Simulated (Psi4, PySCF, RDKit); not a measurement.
Torsional profile of SMILES N[SiH2]c1ccco1, singlet. Scanned: dihedral N1–Si2–C3–O7; all other coordinates were relaxed at GFN2-xTB. Points at φ and −φ are mirror images. Heavy atoms are numbered in the order of the SMILES N[SiH2]c1ccco1, hydrogens after them in the order of the atoms that carry them; the mirror image has the same energies with the sign of each dihedral reversed.

Computed with: RMP2/3-21G = restricted MP2 (frozen core)/3-21G // GFN2-xTB (PySCF); MMFF94 // GFN2-xTB (RDKit); UFF // GFN2-xTB (RDKit); PBE-D3(BJ)/def2-SVP // GFN2-xTB (Psi4).

Energies relative to the lowest point of each profile, in kcal/mol; the last columns give the difference from PBE-D3(BJ):

```json
[
 {"φ / °": "-150", "RMP2/3-21G": "0.00", "MMFF94": "0.43", "UFF": "0.62", "PBE-D3(BJ)/def2-SVP": "0.00", "RMP2/3-21G − PBE-D3(BJ)/def2-SVP": "0.00", "MMFF94 − PBE-D3(BJ)/def2-SVP": "0.43", "UFF − PBE-D3(BJ)/def2-SVP": "0.62"},
 {"φ / °": "-120", "RMP2/3-21G": "0.39", "MMFF94": "0.34", "UFF": "0.36", "PBE-D3(BJ)/def2-SVP": "0.61", "RMP2/3-21G − PBE-D3(BJ)/def2-SVP": "-0.22", "MMFF94 − PBE-D3(BJ)/def2-SVP": "-0.26", "UFF − PBE-D3(BJ)/def2-SVP": "-0.25"},
 {"φ / °": "-90", "RMP2/3-21G": "0.30", "MMFF94": "0.07", "UFF": "0.01", "PBE-D3(BJ)/def2-SVP": "0.96", "RMP2/3-21G − PBE-D3(BJ)/def2-SVP": "-0.66", "MMFF94 − PBE-D3(BJ)/def2-SVP": "-0.88", "UFF − PBE-D3(BJ)/def2-SVP": "-0.95"},
 {"φ / °": "-60", "RMP2/3-21G": "0.37", "MMFF94": "0.00", "UFF": "0.00", "PBE-D3(BJ)/def2-SVP": "1.00", "RMP2/3-21G − PBE-D3(BJ)/def2-SVP": "-0.63", "MMFF94 − PBE-D3(BJ)/def2-SVP": "-1.00", "UFF − PBE-D3(BJ)/def2-SVP": "-1.00"},
 {"φ / °": "-30", "RMP2/3-21G": "1.02", "MMFF94": "0.55", "UFF": "0.47", "PBE-D3(BJ)/def2-SVP": "1.46", "RMP2/3-21G − PBE-D3(BJ)/def2-SVP": "-0.44", "MMFF94 − PBE-D3(BJ)/def2-SVP": "-0.92", "UFF − PBE-D3(BJ)/def2-SVP": "-0.99"},
 {"φ / °": "0", "RMP2/3-21G": "1.53", "MMFF94": "1.42", "UFF": "0.84", "PBE-D3(BJ)/def2-SVP": "1.80", "RMP2/3-21G − PBE-D3(BJ)/def2-SVP": "-0.27", "MMFF94 − PBE-D3(BJ)/def2-SVP": "-0.38", "UFF − PBE-D3(BJ)/def2-SVP": "-0.96"},
 {"φ / °": "30", "RMP2/3-21G": "1.02", "MMFF94": "0.55", "UFF": "0.47", "PBE-D3(BJ)/def2-SVP": "1.46", "RMP2/3-21G − PBE-D3(BJ)/def2-SVP": "-0.44", "MMFF94 − PBE-D3(BJ)/def2-SVP": "-0.92", "UFF − PBE-D3(BJ)/def2-SVP": "-0.99"},
 {"φ / °": "60", "RMP2/3-21G": "0.37", "MMFF94": "0.00", "UFF": "0.00", "PBE-D3(BJ)/def2-SVP": "1.00", "RMP2/3-21G − PBE-D3(BJ)/def2-SVP": "-0.63", "MMFF94 − PBE-D3(BJ)/def2-SVP": "-1.00", "UFF − PBE-D3(BJ)/def2-SVP": "-1.00"},
 {"φ / °": "90", "RMP2/3-21G": "0.30", "MMFF94": "0.07", "UFF": "0.01", "PBE-D3(BJ)/def2-SVP": "0.96", "RMP2/3-21G − PBE-D3(BJ)/def2-SVP": "-0.66", "MMFF94 − PBE-D3(BJ)/def2-SVP": "-0.88", "UFF − PBE-D3(BJ)/def2-SVP": "-0.95"},
 {"φ / °": "120", "RMP2/3-21G": "0.39", "MMFF94": "0.34", "UFF": "0.36", "PBE-D3(BJ)/def2-SVP": "0.61", "RMP2/3-21G − PBE-D3(BJ)/def2-SVP": "-0.22", "MMFF94 − PBE-D3(BJ)/def2-SVP": "-0.26", "UFF − PBE-D3(BJ)/def2-SVP": "-0.25"},
 {"φ / °": "150", "RMP2/3-21G": "0.00", "MMFF94": "0.43", "UFF": "0.62", "PBE-D3(BJ)/def2-SVP": "0.00", "RMP2/3-21G − PBE-D3(BJ)/def2-SVP": "0.00", "MMFF94 − PBE-D3(BJ)/def2-SVP": "0.43", "UFF − PBE-D3(BJ)/def2-SVP": "0.62"},
 {"φ / °": "180", "RMP2/3-21G": "0.71", "MMFF94": "0.50", "UFF": "0.84", "PBE-D3(BJ)/def2-SVP": "0.81", "RMP2/3-21G − PBE-D3(BJ)/def2-SVP": "-0.10", "MMFF94 − PBE-D3(BJ)/def2-SVP": "-0.31", "UFF − PBE-D3(BJ)/def2-SVP": "0.02"}
]
```

RMP2/3-21G is furthest from PBE-D3(BJ)/def2-SVP at -90 (-0.66 kcal/mol, below); its mean absolute difference over the points is 0.36 kcal/mol.

MMFF94 is furthest from PBE-D3(BJ)/def2-SVP at -60 (-1.00 kcal/mol, below); its mean absolute difference over the points is 0.64 kcal/mol.

UFF is furthest from PBE-D3(BJ)/def2-SVP at -60 (-1.00 kcal/mol, below); its mean absolute difference over the points is 0.72 kcal/mol.

MMFF94 has few fitted parameters for silicon.
